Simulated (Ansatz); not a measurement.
A structure relaxed at PBE0-D4/def2-TZVP, charge 0, multiplicity 1:

| atom | x (Å) | y (Å) | z (Å) |
| --- | --- | --- | --- |
| O1 | 0.565 | -1.020 | -1.945 |
| Si2 | 1.123 | -0.844 | -0.407 |
| F3 | 1.109 | -2.267 | 0.336 |
| Si4 | -0.460 | 0.582 | 0.565 |
| O5 | -1.906 | 0.294 | -0.160 |
| O6 | 0.135 | 2.085 | 0.336 |
| O7 | -0.720 | 0.395 | 2.169 |
| H8 | 1.127 | -1.438 | -2.599 |
| H9 | 2.549 | -0.426 | -0.417 |
| H10 | -1.879 | 0.099 | -1.100 |
| H11 | -0.288 | 2.814 | 0.795 |
| H12 | -1.356 | -0.275 | 2.427 |

(1) Give its formula and SMILES.

(2) Summarise the bond lengths by kind.

Results:

(1) FH5O4Si2, `O[SiH](F)[Si](O)(O)O`.

(2) 4 × O–Si 1.632 to 1.645 Å; 4 × H–O 0.959 to 0.960 Å; 1 × F–Si 1.606 Å; 1 × Si–Si 2.342 Å; 1 × H–Si 1.486 Å.

Results of the Gaussian-basis code of Ansatz.
